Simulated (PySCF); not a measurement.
Two-component Hartree-Fock for Fe²⁺ (iron, charge +2)

Start: [Ar] 3d6; 3d3/2 filled at m_j = -3/2, -1/2, +1/2, +3/2; 3d5/2 filled at m_j = +3/2, +5/2. Calculated with PySCF 2.14 in x2c-TZVPPall-2c: generalised Hartree-Fock with the X2C-1e Hamiltonian and a Gaussian nucleus; one run each with spin-orbit coupling (SO) switched off, then screened by Boettger's factors.

```json
{"spinor shell": "1s1/2", "electrons": "2", "ε, spin-free (eV)": "-7193.7", "ε, screened SO (eV)": "-7193.6", "weight of nominal j (screened SO)": "1.000", "rms radius, screened SO (bohr)": "0.0675"}
{"spinor shell": "2s1/2", "electrons": "2", "ε, spin-free (eV)": "-900.77", "ε, screened SO (eV)": "-900.73", "weight of nominal j (screened SO)": "1.000", "rms radius, screened SO (bohr)": "0.288"}
{"spinor shell": "2p1/2", "electrons": "2", "ε, spin-free (eV)": "-766.58", "ε, screened SO (eV)": "-775.55", "weight of nominal j (screened SO)": "0.987", "rms radius, screened SO (bohr)": "0.259"}
{"spinor shell": "2p3/2", "electrons": "4", "ε, spin-free (eV)": "-766.58", "ε, screened SO (eV)": "-762.17", "weight of nominal j (screened SO)": "0.994", "rms radius, screened SO (bohr)": "0.261"}
{"spinor shell": "3s1/2", "electrons": "2", "ε, spin-free (eV)": "-133.74", "ε, screened SO (eV)": "-133.72", "weight of nominal j (screened SO)": "1.000", "rms radius, screened SO (bohr)": "0.872"}
{"spinor shell": "3p3/2", "electrons": "4", "ε, spin-free (eV)": "-93.336", "ε, screened SO (eV)": "-92.562", "weight of nominal j (screened SO)": "0.830", "rms radius, screened SO (bohr)": "0.936"}
{"spinor shell": "3p1/2", "electrons": "2", "ε, spin-free (eV)": "-93.336", "ε, screened SO (eV)": "-94.881", "weight of nominal j (screened SO)": "0.659", "rms radius, screened SO (bohr)": "0.932"}
{"spinor shell": "3d3/2", "electrons": "4", "ε, spin-free (eV)": "-35.675", "ε, screened SO (eV)": "-35.330", "weight of nominal j (screened SO)": "0.660", "rms radius, screened SO (bohr)": "1.19"}
{"spinor shell": "3d5/2", "electrons": "2", "ε, spin-free (eV)": "-35.675", "ε, screened SO (eV)": "-36.366", "weight of nominal j (screened SO)": "0.895", "rms radius, screened SO (bohr)": "1.18"}
```

```csv
quantity,spin-free,screened SO
E (hartree),-1270.52533,-1270.54711
M_J,4,4
⟨J²⟩,20.007,20.008
⟨L²⟩,6.003,6.010
⟨S²⟩,6.004,6.001
```

Each row is a mean over spinors that exchange with the open shell spreads, by up to 15.414 eV (3p3/2).

Rows whose weight is well below 1 are mixtures of j = l ± 1/2: exchange outweighs spin-orbit coupling there, and the label is only the starting occupation.

Without spin-orbit coupling the j labels of p, d and f shells carry no meaning; the spin-free column gives the mean over the occupied spinors of each nl shell.
